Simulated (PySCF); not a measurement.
niobium atom (Nb), sextet (core potentials on Nb); HF/def2-SVP in PySCF.

Here is a job for PySCF.
```python
from pyscf import gto, scf

mol = gto.Mole()
mol.atom = '''
    Nb    0.00000000    0.00000000    0.00000000
'''
mol.basis = 'def2-svp'
mol.ecp = {'Nb': 'def2-svp'}
mol.spin = 5
mol.verbose = 4
mol.build()

mf = scf.UHF(mol)
mf.conv_tol = 1e-6
mf.kernel()
mf.analyze()
```

Q: Predict the main parts of the log of this PySCF run.

A: 
```
PySCF version 2.14.0

[INPUT] verbose = 4
[INPUT] num. atoms = 1
[INPUT] num. electrons = 13
[INPUT] charge = 0
[INPUT] spin (= nelec alpha-beta = 2S) = 5
[INPUT] symmetry False subgroup None
[INPUT] Mole.unit = angstrom
[INPUT] Symbol           X                Y                Z      unit          X                Y                Z       unit  Magmom
[INPUT]  1 Nb     0.000000000000   0.000000000000   0.000000000000 AA    0.000000000000   0.000000000000   0.000000000000 Bohr   0.0

nuclear repulsion = 0
number of shells = 11
number of NR pGTOs = 57
number of NR cGTOs = 31
basis = def2-svp
ecp = {'Nb': 'def2-svp'}

******** <class 'pyscf.scf.uhf.UHF'> ********
method = UHF
initial guess = minao
damping factor = 0
level_shift factor = 0
DIIS = <class 'pyscf.scf.diis.CDIIS'>
diis_start_cycle = 1
diis_space = 8
diis_damp = 0
SCF conv_tol = 1e-06
SCF conv_tol_grad = None
SCF max_cycles = 50
direct_scf = True
direct_scf_tol = 1e-13
number electrons alpha = 9  beta = 4
Set gradient conv threshold to 0.001
init E= -48.7022747609777

cycle= 1 E= -56.2019956606869  delta_E= -7.5  |g|= 0.47  |ddm|=  2.3
cycle= 2 E= -56.3070052712437  delta_E= -0.105  |g|= 0.114  |ddm|= 1.11
cycle= 3 E= -56.3130241677016  delta_E= -0.00602  |g|= 0.0107  |ddm|= 0.185
cycle= 4 E= -56.3131459981061  delta_E= -0.000122  |g|= 0.00294  |ddm|= 0.0405
cycle= 5 E= -56.3131539341464  delta_E= -7.94e-06  |g|= 0.000384  |ddm|= 0.0124
cycle= 6 E= -56.3131544069877  delta_E= -4.73e-07  |g|= 0.000148  |ddm|= 0.00319
Extra cycle  E= -56.3131544805293  delta_E= -7.35e-08  |g|= 9.51e-05  |ddm|= 0.000719
converged SCF energy = -56.3131544805293  <S^2> = 8.7537946  2S+1 = 6.0012647
**** SCF Summaries ****
Total Energy =                         -56.313154480529263
Nuclear Repulsion Energy =               0.000000000000000
One-electron Energy =                  -96.355057750280253
Two-electron Energy =                   40.041903269750989
Two-electron Coulomb Energy =           46.449220435728407
DFT Exchange-Correlation Energy =       -6.407317165977418
**** MO energy ****
                             alpha | beta                alpha | beta
MO #1   energy= -2.76175142076951  | -2.593769069239    occ= 1 | 1
MO #2   energy= -1.71761978189809  | -1.49863032675051  occ= 1 | 1
MO #3   energy= -1.69694534889373  | -1.4848816738074   occ= 1 | 1
MO #4   energy= -1.68890404511742  | -1.44931087137427  occ= 1 | 1
MO #5   energy= -0.311595661117951 | 0.028156662676277  occ= 1 | 0
MO #6   energy= -0.287354065285434 | 0.0749452291268681 occ= 1 | 0
MO #7   energy= -0.278177401514093 | 0.0769732936837682 occ= 1 | 0
MO #8   energy= -0.272497113858816 | 0.082131382686137  occ= 1 | 0
MO #9   energy= -0.229785815260838 | 0.174063532509934  occ= 1 | 0
MO #10  energy= 0.0280274156507149 | 0.192020889189727  occ= 0 | 0
MO #11  energy= 0.0287452093372375 | 0.201070829619987  occ= 0 | 0
MO #12  energy= 0.030902210772573  | 0.204176251220459  occ= 0 | 0
MO #13  energy= 0.102712552950613  | 0.204499749338021  occ= 0 | 0
MO #14  energy= 0.154671981127778  | 0.235044773418873  occ= 0 | 0
MO #15  energy= 0.355644785418503  | 0.44000750635737   occ= 0 | 0
MO #16  energy= 0.356959309794354  | 0.446724667957764  occ= 0 | 0
MO #17  energy= 0.360511695826851  | 0.464284055998638  occ= 0 | 0

spin_pop of  0 Nb 4s        0.00190
spin_pop of  0 Nb 5s        0.99303
spin_pop of  0 Nb 6s        0.00229
spin_pop of  0 Nb 7s        0.00211
spin_pop of  0 Nb 8s        0.00068
spin_pop of  0 Nb 4px      -0.00264
spin_pop of  0 Nb 4py      -0.01860
spin_pop of  0 Nb 4pz      -0.01966
spin_pop of  0 Nb 5px       0.00049
spin_pop of  0 Nb 5py       0.01070
spin_pop of  0 Nb 5pz       0.01141
spin_pop of  0 Nb 6px       0.00199
spin_pop of  0 Nb 6py       0.00764
spin_pop of  0 Nb 6pz       0.00812
spin_pop of  0 Nb 4dxy      0.51760
spin_pop of  0 Nb 4dyz      0.63719
spin_pop of  0 Nb 4dz^2     0.36280
spin_pop of  0 Nb 4dxz      0.52249
spin_pop of  0 Nb 4dx2-y2    0.78503
spin_pop of  0 Nb 5dxy      0.30261
spin_pop of  0 Nb 5dyz      0.36274
spin_pop of  0 Nb 5dz^2     0.21162
spin_pop of  0 Nb 5dxz      0.29777
spin_pop of  0 Nb 5dx2-y2    0.00014
spin_pop of  0 Nb 4f-3      0.00008
spin_pop of  0 Nb 4f-2      0.00013
spin_pop of  0 Nb 4f-1      0.00003
spin_pop of  0 Nb 4f+0      0.00004
spin_pop of  0 Nb 4f+1      0.00008
spin_pop of  0 Nb 4f+2      0.00010
spin_pop of  0 Nb 4f+3      0.00009
In total             9.00000 | 4.00000
Dipole moment(X, Y, Z, Debye):  0.00000, -0.00000,  0.00000
```
